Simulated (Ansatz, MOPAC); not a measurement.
Molecule: CsI, net charge 0, singlet state. SMILES: [I][Cs]

Atoms: Cs1, I2. Bonds: Cs1-I2.

Bond lengths (Å) and angles (degrees) optimised at PM3 with MOPAC; PM6 with MOPAC; PM7 with MOPAC; HF/3-21G with Ansatz (a program for electronic structure); HF/LANL2DZ with Ansatz; B3LYP/LANL2DZ with Ansatz, each started from the B3LYP-D3(BJ)/def2-TZVP structure (Ansatz) of the last column. A row stands for all coordinates that are equal there.

```csv
coordinate,PM3,PM6,PM7,HF/3-21G,HF/LANL2DZ,B3LYP/LANL2DZ,B3LYP-D3(BJ)/def2-TZVP
Cs1-I2,3.323,3.023,3.402,3.645,3.669,3.615,3.377
```

Mean signed difference of all 1 bond lengths from B3LYP-D3(BJ)/def2-TZVP: PM3 -0.054 Å, PM6 -0.354 Å, PM7 0.025 Å, HF/3-21G 0.268 Å, HF/LANL2DZ 0.292 Å, B3LYP/LANL2DZ 0.238 Å.
